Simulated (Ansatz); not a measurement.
System: HgBr2, charge 0, multiplicity 3. The spin state was set by rule; other spins were not relaxed. 
Coordinates optimised at B3LYP-D3(BJ)/def2-TZVP (Ansatz, a program for electronic structure):
```
Hg
Br 1 2.8064
Br 1 2.8064 2 65.49
```
Charge 0, spin multiplicity 3.

Dipole moments at this geometry, in debye (magnitudes).

| level | program | dipole (D) |
|---|---|---|
| B3LYP/def2-TZVPD | Ansatz | 2.78 |
| PBE0/def2-TZVPD | Ansatz | [?] |
| BHLYP/def2-TZVPD | Ansatz | 3.30 |
| r2SCANh/def2-TZVPD | Ansatz | 2.82 |
| wB97X-V/def2-TZVPD | Ansatz | 3.32 |
| CCSD(T)/def2-SVPD | Ansatz | [?] |

Task: Some entries are withheld; supply them.

Result: 
- PBE0/def2-TZVPD, dipole (D): 2.95
- CCSD(T)/def2-SVPD, dipole (D): 3.00
